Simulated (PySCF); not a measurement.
Input for PySCF: R-HF/STO-3G on GaH3O2 (SMILES [OH][GaH][OH]), a point of a bond scan (R = 1.060 Å).

```python
from pyscf import gto, scf, dft, mp
from pyscf.data.elements import chemcore

mol = gto.M(
    atom='''
    Ga   -0.24404156   -0.17751198   -0.15122784
    H    -1.35423056   -1.01629250   -0.82710093
    O     0.02041342    1.53779605   -0.57659188
    H     0.81446748    1.98057994   -0.03237723
    O     0.90232372   -0.75596542    1.10558427
    H     0.79534111   -1.67580809    1.36507609
    ''',
    basis='sto-3g',
    charge=0, spin=0, verbose=3, max_memory=1800)
mf = scf.RHF(mol)
mf.conv_tol = 1e-8
mf.max_cycle = 100
mf.kernel()
if not mf.converged:
    mf = mf.newton().run(mf.mo_coeff, mf.mo_occ)
```

Question: Give the final energy of this run.

Answer: -2050.3113 hartree.
